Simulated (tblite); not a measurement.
Record of a relaxation.

Species: C₇H₁₁O (doublet state).
Bonds: C1–C2, C2–C3, C3–C4, C4–C5, C5–O6 (double), C5–C7, C7–C8, C2–C8. Hydrogens: H9, H10 on C1; H11 on C2; H12, H13 on C3; H14, H15 on C4; H16, H17 on C7; H18, H19 on C8.
Bond orders are those of one Lewis drawing.

Computed with GFN2-xTB (tblite), gas phase: L-BFGS steps from a force-field or distance-geometry start until the largest atomic force falls under 0.01 eV/Å. 6 of its 36 geometries are shown.

Step 0: E = -668.8478 eV, largest atomic force 2.154 eV/Å
```
atom  x, y, z in Å  |  force x, y, z in eV/Å
C1     -0.711   -1.544    1.092   -0.482   0.080  -0.205
C2     -0.465   -1.057   -0.314    0.422  -0.111   1.484
C3      1.045   -0.813   -0.548   -0.495  -0.063  -0.465
C4      1.572    0.397    0.216    0.011  -0.170   0.222
C5      0.711    1.607   -0.010    0.765   2.013  -0.063
O6      1.203    2.712   -0.239   -0.652  -1.513   0.215
C7     -0.780    1.434    0.141    0.132  -0.090   0.461
C8     -1.256    0.213   -0.625   -0.670  -0.337  -0.416
H9     -0.015   -2.217    1.580   -0.201   0.300  -0.243
H10    -1.718   -1.465    1.526    0.762   0.001  -0.337
H11    -0.793   -1.861   -0.984   -0.021  -0.009  -0.236
H12     1.182   -0.634   -1.623    0.062  -0.003   0.130
H13     1.618   -1.699   -0.289    0.017  -0.104   0.080
H14     2.600    0.606   -0.101   -0.167   0.082   0.086
H15     1.590    0.201    1.303   -0.121  -0.018  -0.342
H16    -1.004    1.341    1.226    0.146  -0.098  -0.511
H17    -1.287    2.330   -0.226    0.076  -0.019   0.054
H18    -2.331    0.044   -0.433    0.354   0.025   0.042
H19    -1.171    0.415   -1.699    0.062   0.034   0.043
```

Step 7: E = -668.9538 eV, largest atomic force 0.108 eV/Å
```
atom  x, y, z in Å  |  force x, y, z in eV/Å
C1     -0.718   -1.542    1.087    0.007   0.018   0.043
C2     -0.459   -1.055   -0.280   -0.006  -0.027   0.014
C3      1.028   -0.812   -0.554    0.036   0.019  -0.024
C4      1.558    0.398    0.215    0.047  -0.008   0.023
C5      0.722    1.636    0.001   -0.023  -0.064  -0.084
O6      1.205    2.713   -0.246    0.009   0.015   0.013
C7     -0.766    1.425    0.139   -0.042   0.037   0.028
C8     -1.260    0.201   -0.631    0.007   0.042  -0.020
H9     -0.014   -2.193    1.568    0.010   0.033   0.020
H10    -1.698   -1.450    1.515    0.010   0.032   0.020
H11    -0.783   -1.840   -0.986   -0.032  -0.078  -0.066
H12     1.170   -0.637   -1.621   -0.010   0.001  -0.067
H13     1.606   -1.698   -0.283   -0.003   0.021   0.013
H14     2.582    0.616   -0.088    0.067   0.003   0.023
H15     1.560    0.180    1.285   -0.075  -0.018   0.054
H16    -0.989    1.305    1.201    0.039  -0.071   0.065
H17    -1.276    2.322   -0.212   -0.047   0.046   0.013
H18    -2.319    0.038   -0.419    0.023   0.019  -0.002
H19    -1.158    0.402   -1.698   -0.017  -0.019  -0.066
```

Step 14: E = -668.9652 eV, largest atomic force 0.120 eV/Å
```
atom  x, y, z in Å  |  force x, y, z in eV/Å
C1     -0.710   -1.521    1.087   -0.009   0.010   0.005
C2     -0.459   -1.058   -0.290    0.030   0.049   0.004
C3      1.029   -0.811   -0.570    0.035   0.032   0.010
C4      1.553    0.394    0.215   -0.028   0.011   0.035
C5      0.722    1.635   -0.009   -0.012  -0.033  -0.115
O6      1.207    2.710   -0.256    0.015   0.048  -0.012
C7     -0.765    1.419    0.139    0.033  -0.020   0.033
C8     -1.258    0.201   -0.647   -0.045   0.048   0.007
H9     -0.004   -2.157    1.583    0.061   0.003   0.008
H10    -1.681   -1.416    1.528   -0.027   0.047  -0.003
H11    -0.786   -1.850   -0.991   -0.009  -0.025   0.006
H12     1.165   -0.638   -1.640    0.037   0.005   0.038
H13     1.609   -1.691   -0.287    0.006  -0.030  -0.062
H14     2.594    0.611   -0.043   -0.083  -0.049   0.017
H15     1.500    0.168    1.283    0.013  -0.021   0.013
H16    -0.952    1.250    1.204   -0.034  -0.003  -0.009
H17    -1.294    2.325   -0.170    0.034  -0.088   0.028
H18    -2.314    0.047   -0.423   -0.025  -0.031  -0.040
H19    -1.164    0.390   -1.719    0.008   0.048   0.037
```

Step 21: E = -668.9724 eV, largest atomic force 0.071 eV/Å
```
atom  x, y, z in Å  |  force x, y, z in eV/Å
C1     -0.702   -1.501    1.088    0.002   0.023  -0.042
C2     -0.459   -1.058   -0.297    0.030   0.040  -0.045
C3      1.030   -0.811   -0.577    0.021   0.018  -0.010
C4      1.544    0.387    0.225   -0.003  -0.002   0.007
C5      0.720    1.629   -0.025   -0.021  -0.034   0.059
O6      1.203    2.703   -0.283   -0.018  -0.052  -0.043
C7     -0.764    1.406    0.147    0.005   0.000   0.022
C8     -1.261    0.201   -0.654   -0.006   0.032  -0.010
H9      0.017   -2.118    1.590   -0.003   0.006   0.025
H10    -1.669   -1.372    1.533    0.013   0.000   0.024
H11    -0.788   -1.859   -0.986   -0.008  -0.012  -0.015
H12     1.180   -0.625   -1.643   -0.046   0.025   0.016
H13     1.612   -1.696   -0.314   -0.013  -0.010   0.020
H14     2.591    0.589   -0.010   -0.025   0.003   0.017
H15     1.459    0.159    1.292    0.022  -0.006  -0.034
H16    -0.935    1.212    1.211   -0.017   0.019  -0.021
H17    -1.304    2.311   -0.137    0.009  -0.020   0.013
H18    -2.321    0.040   -0.444    0.025  -0.005   0.004
H19    -1.163    0.412   -1.722    0.033  -0.025   0.014
```

Step 28: E = -668.9759 eV, largest atomic force 0.041 eV/Å
```
atom  x, y, z in Å  |  force x, y, z in eV/Å
C1     -0.695   -1.487    1.083   -0.009  -0.018   0.011
C2     -0.457   -1.055   -0.306   -0.001  -0.001   0.005
C3      1.031   -0.810   -0.583   -0.002   0.003   0.001
C4      1.540    0.378    0.236    0.009   0.004   0.004
C5      0.714    1.615   -0.023    0.004   0.013   0.039
O6      1.194    2.680   -0.322    0.000  -0.009  -0.025
C7     -0.769    1.398    0.161   -0.002   0.008  -0.004
C8     -1.258    0.202   -0.659   -0.008  -0.001   0.002
H9      0.028   -2.088    1.598    0.023  -0.014   0.012
H10    -1.654   -1.343    1.540   -0.022   0.006   0.009
H11    -0.789   -1.860   -0.990    0.001   0.006  -0.007
H12     1.176   -0.602   -1.645    0.003  -0.018   0.008
H13     1.607   -1.701   -0.327    0.018   0.006  -0.023
H14     2.587    0.583    0.009    0.010   0.012   0.003
H15     1.450    0.141    1.300    0.000  -0.013  -0.010
H16    -0.944    1.197    1.222   -0.002  -0.009  -0.020
H17    -1.307    2.304   -0.118   -0.005   0.015   0.003
H18    -2.317    0.033   -0.458   -0.013   0.017  -0.020
H19    -1.146    0.423   -1.723   -0.003  -0.007   0.012
```

Step 35: E = -668.9765 eV, largest atomic force 0.008 eV/Å
```
atom  x, y, z in Å  |  force x, y, z in eV/Å
C1     -0.696   -1.489    1.084    0.000   0.000   0.004
C2     -0.457   -1.055   -0.305   -0.002  -0.003   0.001
C3      1.031   -0.808   -0.583   -0.006  -0.004  -0.003
C4      1.540    0.377    0.240   -0.002  -0.003  -0.001
C5      0.713    1.613   -0.021    0.002   0.004   0.000
O6      1.192    2.674   -0.335    0.000   0.001  -0.006
C7     -0.770    1.398    0.164   -0.001  -0.004  -0.002
C8     -1.258    0.203   -0.659    0.002  -0.007  -0.004
H9      0.031   -2.084    1.601    0.001  -0.006   0.000
H10    -1.653   -1.339    1.543   -0.004  -0.005   0.002
H11    -0.788   -1.857   -0.992    0.001   0.003   0.003
H12     1.174   -0.601   -1.646   -0.001   0.006   0.000
H13     1.610   -1.700   -0.334    0.001   0.003   0.001
H14     2.587    0.586    0.014    0.001   0.001   0.000
H15     1.450    0.133    1.302   -0.003   0.004   0.003
H16    -0.948    1.192    1.222    0.004   0.001   0.003
H17    -1.307    2.306   -0.114    0.001   0.001   0.001
H18    -2.320    0.037   -0.465    0.002   0.003   0.000
H19    -1.142    0.423   -1.722    0.005   0.004  -0.001
```

Task: Summarise the path.

Result: The energy falls by 12.42 kJ/mol from step 0 to step 35; nine tenths of that is first reached at step 14. It falls at every step. The largest force goes from 2.154 to 0.008 eV/Å. Among the bonds C1–C2 changes most, from 1.509 to 1.475 Å; the atoms move by 0.087 Å rms after alignment.

Task: Follow the three bonds and two angles with the largest change from start to end.

Result: 
```json
{"step": "0", "E above end (kJ/mol)": "12.42", "largest force (eV/Å)": "2.154", "C1–C2 (Å)": "1.509", "C1–H10 (Å)": "1.100", "C5=O6 (Å)": "1.232", "C4–C5–C7 (°)": "117.3", "C2–C8–C7 (°)": "113.8"}
{"step": "2", "E above end (kJ/mol)": "4.09", "largest force (eV/Å)": "0.322", "C1–C2 (Å)": "1.480", "C1–H10 (Å)": "1.076", "C5=O6 (Å)": "1.208", "C4–C5–C7 (°)": "116.1", "C2–C8–C7 (°)": "111.9"}
{"step": "3", "E above end (kJ/mol)": "3.51", "largest force (eV/Å)": "0.202", "C1–C2 (Å)": "1.478", "C1–H10 (Å)": "1.075", "C5=O6 (Å)": "1.207", "C4–C5–C7 (°)": "115.9", "C2–C8–C7 (°)": "112.1"}
{"step": "5", "E above end (kJ/mol)": "2.77", "largest force (eV/Å)": "0.131", "C1–C2 (Å)": "1.473", "C1–H10 (Å)": "1.071", "C5=O6 (Å)": "1.205", "C4–C5–C7 (°)": "115.3", "C2–C8–C7 (°)": "112.1"}
{"step": "6", "E above end (kJ/mol)": "2.41", "largest force (eV/Å)": "0.152", "C1–C2 (Å)": "1.473", "C1–H10 (Å)": "1.072", "C5=O6 (Å)": "1.205", "C4–C5–C7 (°)": "114.9", "C2–C8–C7 (°)": "112.0"}
{"step": "8", "E above end (kJ/mol)": "2.01", "largest force (eV/Å)": "0.086", "C1–C2 (Å)": "1.474", "C1–H10 (Å)": "1.074", "C5=O6 (Å)": "1.206", "C4–C5–C7 (°)": "114.6", "C2–C8–C7 (°)": "111.8"}
{"step": "9", "E above end (kJ/mol)": "1.88", "largest force (eV/Å)": "0.084", "C1–C2 (Å)": "1.475", "C1–H10 (Å)": "1.074", "C5=O6 (Å)": "1.206", "C4–C5–C7 (°)": "114.6", "C2–C8–C7 (°)": "111.8"}
{"step": "11", "E above end (kJ/mol)": "1.63", "largest force (eV/Å)": "0.091", "C1–C2 (Å)": "1.474", "C1–H10 (Å)": "1.073", "C5=O6 (Å)": "1.206", "C4–C5–C7 (°)": "114.7", "C2–C8–C7 (°)": "111.9"}
{"step": "12", "E above end (kJ/mol)": "1.48", "largest force (eV/Å)": "0.113", "C1–C2 (Å)": "1.474", "C1–H10 (Å)": "1.072", "C5=O6 (Å)": "1.206", "C4–C5–C7 (°)": "114.6", "C2–C8–C7 (°)": "111.8"}
{"step": "14", "E above end (kJ/mol)": "1.09", "largest force (eV/Å)": "0.120", "C1–C2 (Å)": "1.474", "C1–H10 (Å)": "1.072", "C5=O6 (Å)": "1.205", "C4–C5–C7 (°)": "114.2", "C2–C8–C7 (°)": "111.5"}
{"step": "15", "E above end (kJ/mol)": "0.93", "largest force (eV/Å)": "0.121", "C1–C2 (Å)": "1.475", "C1–H10 (Å)": "1.073", "C5=O6 (Å)": "1.205", "C4–C5–C7 (°)": "114.0", "C2–C8–C7 (°)": "111.2"}
{"step": "17", "E above end (kJ/mol)": "0.72", "largest force (eV/Å)": "0.057", "C1–C2 (Å)": "1.476", "C1–H10 (Å)": "1.073", "C5=O6 (Å)": "1.206", "C4–C5–C7 (°)": "113.5", "C2–C8–C7 (°)": "110.9"}
{"step": "18", "E above end (kJ/mol)": "0.64", "largest force (eV/Å)": "0.075", "C1–C2 (Å)": "1.476", "C1–H10 (Å)": "1.073", "C5=O6 (Å)": "1.206", "C4–C5–C7 (°)": "113.4", "C2–C8–C7 (°)": "110.8"}
{"step": "20", "E above end (kJ/mol)": "0.49", "largest force (eV/Å)": "0.110", "C1–C2 (Å)": "1.475", "C1–H10 (Å)": "1.073", "C5=O6 (Å)": "1.206", "C4–C5–C7 (°)": "113.3", "C2–C8–C7 (°)": "110.8"}
{"step": "21", "E above end (kJ/mol)": "0.41", "largest force (eV/Å)": "0.071", "C1–C2 (Å)": "1.475", "C1–H10 (Å)": "1.073", "C5=O6 (Å)": "1.206", "C4–C5–C7 (°)": "113.3", "C2–C8–C7 (°)": "110.8"}
{"step": "23", "E above end (kJ/mol)": "0.27", "largest force (eV/Å)": "0.063", "C1–C2 (Å)": "1.475", "C1–H10 (Å)": "1.073", "C5=O6 (Å)": "1.205", "C4–C5–C7 (°)": "113.4", "C2–C8–C7 (°)": "110.7"}
{"step": "24", "E above end (kJ/mol)": "0.22", "largest force (eV/Å)": "0.073", "C1–C2 (Å)": "1.475", "C1–H10 (Å)": "1.073", "C5=O6 (Å)": "1.205", "C4–C5–C7 (°)": "113.4", "C2–C8–C7 (°)": "110.6"}
{"step": "26", "E above end (kJ/mol)": "0.12", "largest force (eV/Å)": "0.046", "C1–C2 (Å)": "1.475", "C1–H10 (Å)": "1.073", "C5=O6 (Å)": "1.205", "C4–C5–C7 (°)": "113.5", "C2–C8–C7 (°)": "110.5"}
{"step": "27", "E above end (kJ/mol)": "0.09", "largest force (eV/Å)": "0.034", "C1–C2 (Å)": "1.474", "C1–H10 (Å)": "1.072", "C5=O6 (Å)": "1.205", "C4–C5–C7 (°)": "113.5", "C2–C8–C7 (°)": "110.5"}
{"step": "29", "E above end (kJ/mol)": "0.04", "largest force (eV/Å)": "0.034", "C1–C2 (Å)": "1.474", "C1–H10 (Å)": "1.072", "C5=O6 (Å)": "1.205", "C4–C5–C7 (°)": "113.5", "C2–C8–C7 (°)": "110.5"}
{"step": "30", "E above end (kJ/mol)": "0.03", "largest force (eV/Å)": "0.032", "C1–C2 (Å)": "1.475", "C1–H10 (Å)": "1.072", "C5=O6 (Å)": "1.205", "C4–C5–C7 (°)": "113.5", "C2–C8–C7 (°)": "110.5"}
{"step": "32", "E above end (kJ/mol)": "0.01", "largest force (eV/Å)": "0.017", "C1–C2 (Å)": "1.475", "C1–H10 (Å)": "1.073", "C5=O6 (Å)": "1.205", "C4–C5–C7 (°)": "113.6", "C2–C8–C7 (°)": "110.5"}
{"step": "33", "E above end (kJ/mol)": "0.00", "largest force (eV/Å)": "0.012", "C1–C2 (Å)": "1.475", "C1–H10 (Å)": "1.073", "C5=O6 (Å)": "1.205", "C4–C5–C7 (°)": "113.6", "C2–C8–C7 (°)": "110.5"}
{"step": "35", "E above end (kJ/mol)": "0.00", "largest force (eV/Å)": "0.008", "C1–C2 (Å)": "1.475", "C1–H10 (Å)": "1.072", "C5=O6 (Å)": "1.205", "C4–C5–C7 (°)": "113.6", "C2–C8–C7 (°)": "110.5"}
```

The cost below is that of the whole relaxation. The run took 0.17 s of wall time on one thread of an Arm Neoverse V2 (shared host).
